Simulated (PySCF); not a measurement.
A calculated (M06, PySCF 2.14, x2c-QZVPPall, the spin-free X2C one-electron Hamiltonian (Gaussian nucleus)) atom or ion has these occupied shells.

```csv
shell,electrons,orbital energy (eV),"rms radius, mean of both spins (bohr)"
1s β,1,-18861.6,0.0415
1s α,1,-18861.6,0.0415
2s α,1,-2668.4,0.171
2s β,1,-2668.0,0.171
2p α,3,-2380.9,0.152
2p β,3,-2380.6,0.152
3s α,1,-460.28,0.473
3s β,1,-460.02,0.473
3p α,3,-365.12,0.479
3p β,3,-364.82,0.479
3d α,5,-210.20,0.475
3d β,5,-209.67,0.475
4s α,1,-69.426,1.24
4s β,1,-67.382,1.24
4p α,3,-44.451,1.40
4p β,3,-41.795,1.40
4d α,4,-11.051,2.23
```

Name the element and its charge.

Nb⁺ (niobium, charge +1), in [Kr] 4d4, high-spin 5D determinant.
